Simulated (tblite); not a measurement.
C7H16FNSi.
Geometry (GFN2-xTB, Å), atoms numbered from 1 in this order:
```xyz
26
C7H16FNSi angstrom
C      3.690   -0.532   -0.467
C      2.287   -0.470    0.126
C      1.447    0.633   -0.507
Si    -0.305    0.728    0.216
N     -1.172    1.856   -0.748
C     -2.596    2.081   -0.634
C     -1.218   -0.914    0.030
C     -0.989   -2.055    0.990
C     -2.271   -1.302    1.015
F     -3.395   -1.927    0.548
H      3.642   -0.721   -1.538
H      4.212    0.409   -0.310
H      4.269   -1.328   -0.005
H      2.358   -0.299    1.202
H      1.791   -1.431   -0.021
H      1.956    1.587   -0.366
H      1.398    0.465   -1.583
H     -0.232    1.023    1.666
H     -0.690    2.689   -1.050
H     -2.991    2.456   -1.579
H     -3.082    1.137   -0.404
H     -2.844    2.798    0.155
H     -1.438   -1.223   -0.985
H     -1.008   -3.061    0.598
H     -0.307   -1.914    1.814
H     -2.532   -0.662    1.849
```

Computed with GFN2-xTB (tblite): harmonic, unscaled wavenumbers at the GFN2-xTB geometry, gas phase. Against measured fundamentals such values can be off by several per cent, at times by over 20. Modes of hydrogen on silicon can be 10 to 20 % off. One conformer, not necessarily the lowest.

Harmonic wavenumbers (cm⁻¹): 40.0, 42.5, 62.9, 74.0, 89.0, 119.4, 146.6, 176.3, 194.5, 229.7, 234.1, 263.6, 307.7, 355.3, 382.2, 420.1, 512.8, 657.2, 666.4, 705.4, 741.6, 789.2, 823.7, 835.5, 843.4, 901.6, 957.1, 973.6, 1008.2, 1012.9, 1038.0, 1062.7, 1074.2, 1079.2, 1082.3, 1107.9, 1122.2, 1139.9, 1158.0, 1224.4, 1230.4, 1251.3, 1255.3, 1287.4, 1355.2, 1360.6, 1381.3, 1414.6, 1419.9, 1459.0, 1487.0, 1490.1, 1500.6, 1502.7, 1504.5, 1508.0, 2106.3, 2920.5, 2966.0, 2978.1, 2981.6, 2987.3, 2989.9, 3027.0, 3028.7, 3034.4, 3040.2, 3046.5, 3049.1, 3087.3, 3101.0, 3443.0.

A = 1340, B = 657.5, C = 464.9 MHz; mass 161.104 u (most abundant isotopes); point group C1, symmetry number 1.

Zero-point energy?

½Σν̃ = 47925 cm⁻¹ = 573.31 kJ/mol.

Give the ideal-gas entropy at 273.15 K and 1 bar in the rigid-rotor, harmonic-oscillator model (classical rotation).

Translation 170.42, rotation 128.78, vibration 180.79: S = 480.0 J/(mol K).

And Cp and H(273.15 K) − H(0)?

Cp = 197.37 J/(mol K), of which vibrations give 164.11 (their classical limit is 72 R = 598.6); H(273.15 K) − H(0) = 33.69 kJ/mol without the zero-point energy, 24.60 from vibrations.

What must be added to the electronic energy to get the Gibbs energy at 273.15 K and 1 bar?

ZPE + [H(273.15 K) − H(0)] − T·S = 573.31 + 33.69 − 131.11 = 475.89 kJ/mol.

Blend soft modes into free rotors: weight 1/[1 + (100 cm⁻¹/ν̃)⁴] for the oscillator and the rest for a rotor with moment μB/(μ + B), μ = h/(8π²ν), B = 10⁻⁴⁴ kg m². What vibrational entropy results?

161.47 J/(mol K) in place of 180.79, which changes −T·S at 273.15 K by +5.28 kJ/mol.

How do the functions run with temperature in this model?

```
 T (K)  S (J/(mol K))  Cp (J/(mol K))  H − H(0) (kJ/mol)  G − H(0) (kJ/mol)  ln q(vib)
    50          270.4            74.4               2.56             -10.96       1.18
   100          333.4           109.3               7.20             -26.14       3.47
298.15          497.9           211.3              38.80            -109.64      11.89
373.15          549.8           253.3              56.23            -148.95      14.78
   500          633.1           316.8              92.52            -224.04      19.49
   750          780.0           407.3             183.87            -401.16      28.31
  1000          905.9           467.0             293.63            -612.30      36.47
```

q(vib) and H(0) count from the zero-point level.

Which modes carry the vibrational entropy at 273.15 K?

40.0 cm⁻¹: 21.28; 42.5 cm⁻¹: 20.78; 62.9 cm⁻¹: 17.54; 74.0 cm⁻¹: 16.20; 89.0 cm⁻¹: 14.69; 119.4 cm⁻¹: 12.31 J/(mol K); the other 66 give 78.00 together.

Hindered rotation and anharmonicity are outside this model. Other conformers, if any are populated, would add a mixing term that is left out. The structure is chiral; the term R ln 2 for an equal mix with its mirror image is left out.
